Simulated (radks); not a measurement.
Spherical quantum dot in the effective-mass picture: electrons in a hard-walled sphere of radius 8.56, all in effective atomic units (hartree* = m*/eps^2 hartree, bohr* = eps/m* bohr), one dielectric constant everywhere. Method: non-relativistic Kohn-Sham, PBEsol, spin-polarised, spherical densities; computed with a radial shooting solver with Libxc functionals. Levels are named by radial order and angular momentum (1s, 1p, 1d, 2s, ...), and open shells are averaged over m.

N = 12, configuration 1s2 1p6 1d(up 4, down 0). This is the lowest configuration that the search found. Occupied levels:

level    occupation  eigenvalue (hartree*)  <r> (bohr*)
1s up             1                 1.7261        6.031
1s down           1                 1.7513        5.971
1p up             3                 1.7574        6.156
1p down           3                 1.7836        6.115
1d up             4                 1.8151        6.293

Energy (hartree*): total 11.2017, kinetic 2.5135, external 0, Hartree 10.788, exchange-correlation -2.0995.
